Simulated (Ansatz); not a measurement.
Relaxed structures of HTeO$_{2}$ (charge -1), closed shell (PBE0-D4/def2-TZVPD; forces vanish, vibrations not checked; lower isomers may exist, and structures with a doubtful reference or unclear bonds are left out; Å). Computed with Ansatz 0.2.0 (basis: def2-TZVPPD); correlated methods freeze the cores. Filled d shells of the heavier atoms are correlated. Core potentials replace the inner electrons of the atoms past krypton. The def2 sets are not built for correlating such inner shells, so the correlated values are less sure here.

**Question.** Rank them by CCSD(T) energy, lowest first, and give each one's height above the lowest. Links in brackets join atoms within 1.22 times the sum of their covalent radii (1.1 for two metals). (To be estimated.)
A.
HTeO₂ ([O][TeH][O]), total charge -1
```
4
angstrom
O -0.1566 -0.2460 1.8824
Te -0.2628 0.8278 0.4064
O -0.3670 -0.2069 -1.0974
H -1.9495 1.2824 0.5314
```
B.
HTeO₂ ([OH][O][Te]), total charge -1
```
4
angstrom
O -0.7636 0.4247 0.1972
Te 0.3210 -0.3036 1.7703
O -0.2575 -0.0900 -1.0553
H 0.7001 -0.0310 -0.9122
```
C.
HTeO₂ ([O][Te][OH]), total charge -1
```
4
angstrom
O 0.1914 -0.3347 1.8780
Te -0.7592 0.5879 0.5842
O -0.1550 -0.3031 -1.1488
H 0.7227 0.0500 -1.3133
```

**Answer.** By the calculation: C (0.0 kJ/mol), A (70.4 kJ/mol), B (179.2 kJ/mol). Heights count from the lowest.

T1 diagnostic: at most 0.023.

For scale, one of the runs: CCSD(T)/def2-TZVPPD, 156 basis functions, launched by `ansatz run in.yaml --threads 2 --pin off --events-out ev --progress --plain --max-ram 4352MiB`. Hardware: 2 CPU threads of an Arm Neoverse V1, shared host. Wall time 65 s; peak host memory 1.3 GiB.
